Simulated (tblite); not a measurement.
Species: C₂H₁₃AsSSi₃.
Atom-mapped SMILES: `[CH3:1][S:2][Si@@:3]([SiH3:4])([AsH2:5])[CH2:6][SiH3:7]` (hydrogens: H8, H9, H10 on C1; H11, H12, H13 on Si4; H14, H15 on As5; H16, H17 on C6; H18, H19, H20 on Si7)

Computed with GFN2-xTB (tblite), gas phase: L-BFGS steps from a force-field or distance-geometry start until the largest atomic force falls under 0.01 eV/Å.

Step 52: E = -590.7423 eV
```
atom  x, y, z in Å  |  force x, y, z in eV/Å
C1     -1.9768   -2.0425   -0.6033    0.138   0.097  -0.026
S2     -0.4012   -1.4117   -1.2544    0.011  -0.013  -0.010
Si3    -0.0730    0.3702   -0.0202   -0.039   0.059   0.031
Si4    -1.2573    2.2238   -0.8504   -0.050   0.079  -0.018
As5    -0.4063   -0.0224    2.2973   -0.019   0.083   0.049
C6      1.8059    0.7016   -0.2053    0.003  -0.115   0.013
Si7     2.9326   -0.7655    0.2485    0.004  -0.094   0.039
H8     -1.9677   -1.9853    0.4827   -0.003  -0.074   0.051
H9     -2.0383   -3.0779   -0.9208   -0.123   0.039  -0.013
H10    -2.8017   -1.4544   -0.9948   -0.012  -0.067  -0.080
H11    -0.8843    2.6350   -2.2086   -0.035  -0.023   0.058
H12    -1.0087    3.3690    0.0442    0.018  -0.093  -0.052
H13    -2.7119    2.0119   -0.8267    0.021  -0.010  -0.034
H14    -1.3027    1.1865    2.3455    0.069  -0.004   0.066
H15    -1.6461   -0.8570    2.1463    0.008  -0.010  -0.040
H16     2.0240    0.9934   -1.2311   -0.013   0.073   0.015
H17     2.0390    1.5586    0.4294    0.001   0.001  -0.035
H18     2.3768   -1.4398    1.4382    0.029   0.013  -0.035
H19     4.2830   -0.2982    0.5656    0.028   0.075   0.012
H20     3.0098   -1.6844   -0.8850   -0.038  -0.014   0.010
```

Step 53: E = -590.7464 eV
```
atom  x, y, z in Å  |  force x, y, z in eV/Å
C1     -1.9821   -2.0319   -0.6125    0.105   0.068  -0.014
S2     -0.3949   -1.4225   -1.2499    0.046  -0.028  -0.049
Si3    -0.0664    0.3612   -0.0231   -0.014   0.075   0.098
Si4    -1.2672    2.2058   -0.8461   -0.082   0.129  -0.041
As5    -0.4067   -0.0190    2.2998   -0.039   0.043   0.016
C6      1.8145    0.6966   -0.1978   -0.028  -0.071   0.004
Si7     2.9467   -0.7661    0.2526   -0.016  -0.066   0.014
H8     -1.9718   -1.9885    0.4742   -0.023  -0.072   0.047
H9     -2.0664   -3.0624   -0.9430   -0.099   0.059  -0.005
H10    -2.7952   -1.4245   -0.9997   -0.013  -0.057  -0.064
H11    -0.9018    2.6191   -2.2062   -0.033  -0.027   0.057
H12    -1.0351    3.3632    0.0396    0.029  -0.124  -0.055
H13    -2.7225    1.9863   -0.8226    0.050  -0.021  -0.030
H14    -1.2813    1.2060    2.3418    0.057  -0.020   0.065
H15    -1.6599   -0.8419    2.1495    0.047   0.036  -0.038
H16     2.0379    0.9963   -1.2207   -0.021   0.066   0.025
H17     2.0404    1.5517    0.4430   -0.003  -0.012  -0.041
H18     2.4029   -1.4349    1.4458    0.009  -0.012   0.020
H19     4.2995   -0.2980    0.5506    0.053   0.083   0.018
H20     3.0044   -1.6855   -0.8785   -0.024  -0.048  -0.026
```

**Question.** Estimate the geometry and energy of step 54. (The exact step hangs on the optimiser's Hessian estimate; all steps are aligned on step 53, rigid shifts and turns removed.)

**Answer.** E = -590.7506 eV, largest force 0.158 eV/Å
```
atom  x, y, z in Å  |  force x, y, z in eV/Å
C1     -1.9857   -2.0199   -0.6216    0.031   0.012   0.003
S2     -0.3880   -1.4333   -1.2464    0.075  -0.021  -0.062
Si3    -0.0603    0.3537   -0.0241    0.008   0.074   0.131
Si4    -1.2780    2.1895   -0.8425   -0.090   0.119  -0.053
As5    -0.4081   -0.0151    2.3032   -0.039  -0.013  -0.016
C6      1.8230    0.6903   -0.1904   -0.053  -0.001  -0.007
Si7     2.9611   -0.7679    0.2567   -0.019  -0.017  -0.023
H8     -1.9758   -1.9926    0.4667   -0.039  -0.058   0.013
H9     -2.0965   -3.0451   -0.9644   -0.053   0.079   0.004
H10    -2.7889   -1.3963   -1.0055    0.006  -0.037  -0.031
H11    -0.9199    2.6032   -2.2028   -0.024  -0.021   0.026
H12    -1.0598    3.3547    0.0341    0.040  -0.116  -0.031
H13    -2.7319    1.9593   -0.8194    0.052  -0.029  -0.025
H14    -1.2591    1.2246    2.3397    0.030  -0.019   0.063
H15    -1.6731   -0.8266    2.1507    0.078   0.080  -0.032
H16     2.0509    1.0011   -1.2097   -0.032   0.041   0.035
H17     2.0420    1.5446    0.4554   -0.006  -0.032  -0.038
H18     2.4284   -1.4296    1.4535   -0.011  -0.041   0.082
H19     4.3165   -0.2960    0.5363    0.051   0.077   0.015
H20     2.9980   -1.6876   -0.8726   -0.007  -0.077  -0.053
```

The energy changes by -0.0042 eV. The first-order estimate −F·Δx gives -0.0058 eV and the mean of the old and new forces, exact on a quadratic surface, -0.0042 eV. The step makes an angle of 81° with the force vector and moves no atom by more than 0.041 Å.

What follows is the cost of the whole relaxation. Time: 9.1 s wall. Hardware: one thread of an Intel Xeon at 2.50 GHz (shared host).
